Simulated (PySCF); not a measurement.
How good is the calculation?

Atoms are numbered as in `[CH3:1][O:2][Si:3]([CH3:4])([CH3:5])[CH3:6]`. Hydrogens are named by the atom that carries them.

What is known from experiment: δ ²⁹Si Si3 17.3 ppm (measured; liquid, neat; T. M. Alam, M. Henry, Phys. Chem. Chem. Phys. (a906445a), supplement).
δ ²⁹Si Si3 19.5 ppm (measured; solution, methanol; T. M. Alam, M. Henry, Phys. Chem. Chem. Phys. (a906445a), supplement).
δ ²⁹Si Si3 17.2 ppm (measured; solution; W. Buchner, W. Wolfsberger, Z. Naturforsch. 32b (1977) 967).
δ ²⁹Si Si3 20.7 ppm (measured; solution, methanol/water; C. Corminboeuf, T. Heine, J. Weber, Chem. Phys. Lett. 357 (2002) 1).

Theoretical values (PySCF 2.14): GIAO PBE/pcSseg-1 shieldings, structure optimised with PBE0-D3(BJ)/def2-SVP. In vacuum, a single conformation, relativity neglected, rapidly exchanging positions averaged.

**Question.** How close does the calculation come?

**Answer.** 
Reference values: measured (liquid, neat; T. M. Alam, M. Henry, Phys. Chem. Chem. Phys. (a906445a), supplement).
| atoms | quantity | reference | computed |
| --- | --- | --- | --- |
| Si3 | δ ²⁹Si vs TMS (internal) | 17.3 | 22.6 |

Reference values: measured (solution, methanol; T. M. Alam, M. Henry, Phys. Chem. Chem. Phys. (a906445a), supplement).
```
atoms                  quantity  reference  computed
  Si3  δ ²⁹Si vs TMS (internal)       19.5      22.6
```

Reference values: measured (solution; W. Buchner, W. Wolfsberger, Z. Naturforsch. 32b (1977) 967).
```json
{"atoms": "Si3", "quantity": "δ ²⁹Si vs TMS", "reference": "17.2", "computed": "22.6"}
```

Reference values: measured (solution, methanol/water; C. Corminboeuf, T. Heine, J. Weber, Chem. Phys. Lett. 357 (2002) 1).
```json
{"atoms": "Si3", "quantity": "δ ²⁹Si vs TMS", "reference": "20.7", "computed": "22.6"}
```

Computed shifts are σ(ref) − σ with the named reference compound (TMS for H and C) calculated as an isolated molecule at the same level.

**Question.** How far are the unscaled ²⁹Si shifts from the references?

**Answer.** Mean signed difference +3.93 ppm, mean absolute 3.93 ppm over 4 comparisons; the largest is +5.4 ppm at Si3 (silicon bonded to 3 C, O).
